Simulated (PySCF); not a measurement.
Computed shifts of a molecule C3H12N2Si, KT2/pcSseg-1 run with PySCF, GIAO, gas phase, atoms alike by connectivity averaged where their shifts nearly agree, in ppm (number of nuclei): ¹³C: 44.2 (1), 34.0 (1), 25.2 (1). ¹⁵N: 59.5 (1), 36.5 (1). ²⁹Si: -27.5 (1). ¹H: 5.37 (2), 3.42 (1), 3.18 (1), 3.06 (3), 1.32 (3), 0.47 (1), 0.21 (1). References: ¹³C against TMS (σ = 185.1 ppm); ¹⁵N against NH3 (σ = 266.2 ppm); ²⁹Si against TMS (σ = 361.9 ppm); ¹H against TMS (σ = 31.47 ppm), references at their B3LYP-D3(BJ)/def2-TZVP geometries, non-relativistic. Geometry: r2SCAN-D4/def2-SVP. One conformer was computed; it need not be the lowest.

Q: Which structure fits?
A) CC(C)(N)[SiH2]N
B) CC[Si@H](N)NC
C) CN(C)[Si@@H](C)N
D) CCN[SiH2]NC

A: D, CCN[SiH2]NC
